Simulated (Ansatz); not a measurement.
The cluster Pb2S3. The state is a singlet with charge 0. Geometry r2SCAN-D4/def2-SVP, basis def2-TZVP, Ansatz.

```xyz
5

Pb    1.0426   -1.6616   -1.0208
Pb   -1.8661    0.6531    0.9905
S     1.7732    0.7321   -0.4535
S    -1.2980   -1.5895   -0.0478
S     0.3484    1.8659    0.5317
```

```csv
run,HOMO (eV),LUMO (eV)
A,-5.72,-2.82
B,-5.39,-3.04
C,-5.22,-3.10
D,-6.09,-2.52
E,-5.14,-2.99
F,-5.91,-2.72
```

In the def2 sets Pb takes a core potential; there is no spin–orbit coupling. B3LYP takes the VWN-RPA correlation. Another isomer (singlet) lies 0.36 eV lower at PBE0-D4/def2-TZVP; other spin states weren't run for this one.

Problem. The runs used B3LYP, PBE, PBE0, r2SCAN, r2SCANh, revPBE. Estimate which is which.

Solution. A r2SCANh (10 % exact exchange); B r2SCAN (0 % exact exchange); C PBE (0 % exact exchange); D PBE0 (25 % exact exchange); E revPBE (0 % exact exchange); F B3LYP (20 % exact exchange). Exact exchange lowers occupied and raises empty levels; among semilocal functionals meta-GGAs tend to open the gap a little, and such runs are hard to tell apart. The gap grows from 2.13 eV (PBE) to 3.57 eV (PBE0).
